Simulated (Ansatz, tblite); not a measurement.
Removing an electron: the cluster CrO3⁻ (the lowest doublet isomer of a short search). The state is a doublet with charge -1. Geometry: PBE-D4/def2-TZVPD. Ansatz, gas phase; energy differences of separate SCF runs; the oxidised species is a singlet (the triplet lies 0.69 eV higher at PBE0-D4/def2-TZVPD).

Cartesian coordinates in Å:
```
Cr -0.001 -0.003 -0.002
O 0.948 0.668 -1.152
O -1.561 0.465 0.145
O 0.614 -1.130 1.010
```

The xTB rows come from tblite. The structure comes from a short search, and lower isomers may exist.

Question: Estimate orbital energies and vertical ionisation energies at: GFN1-xTB; GFN2-xTB; PBE-D4/def2-TZVPD; r2SCAN-D4/def2-TZVPD; PBE0-D4/def2-TZVPD.

Answer: 
| level | −HOMO (eV) | vertical IE (eV) | −LUMO (eV) | HOMO–LUMO gap (eV) |
| --- | --- | --- | --- | --- |
| GFN1-xTB | – | 11.32 | – | – |
| GFN2-xTB | – | 10.02 | – | – |
| PBE-D4/def2-TZVPD | 0.32 | 3.55 | -1.19 | 1.51 |
| r2SCAN-D4/def2-TZVPD | 0.85 | 3.82 | -1.54 | 2.39 |
| PBE0-D4/def2-TZVPD | 2.39 | 4.27 | -2.47 | 4.86 |

  HOMO and LUMO are the levels of the spin that leaves or enters (xTB has no such levels and no spin-polarisation term). Other spin states of the ions may lie lower, which would lower the ionisation energy or raise the affinity. Raw xTB energy differences between charge states are shifted by several eV; the methods need an empirical correction for them.
